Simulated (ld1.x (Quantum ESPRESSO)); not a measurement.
revPBE RRKJ dataset for Ag (Z = 47), scalar-relativistic all-electron reference.

- Element: silver (Ag)
- Generator: ld1.x (Quantum ESPRESSO) 7.5
- Type: norm-conserving RRKJ (Kleinman–Bylander form)
- Functional: revPBE
- Relativity: scalar-relativistic
- Frozen core: [Ar] 3d10
- Valence charge: 19
- Reference configuration: 4s2 4p6 4d9 5s0 5p0 (charge +2)
- Partial waves: 4s (bound): rc 1.55 bohr; 4d (bound): rc 1.65 bohr; 4p (bound): rc 1.20 bohr
- Local potential: the p channel
- Core correction: none

- Cutoffs needed: 110 Ry and 160 Ry (the cutoffs (Ry, on a coarse ladder) from which the occupation-weighted sum of valence levels, in a spherical-Bessel basis at the reference potential, stays within 10 and 1 mRy of its value at 400 Ry)
- Ghost test: no extra level below or beside the all-electron valence levels (s, d, p, f tested) (spherical-Bessel basis up to 400 Ry, 20 bohr box)
- Largest excitation error: +2110 meV (all-electron minus pseudo) for 4s2 4p6 4d9 5s2 5p0, out of 7 test configurations
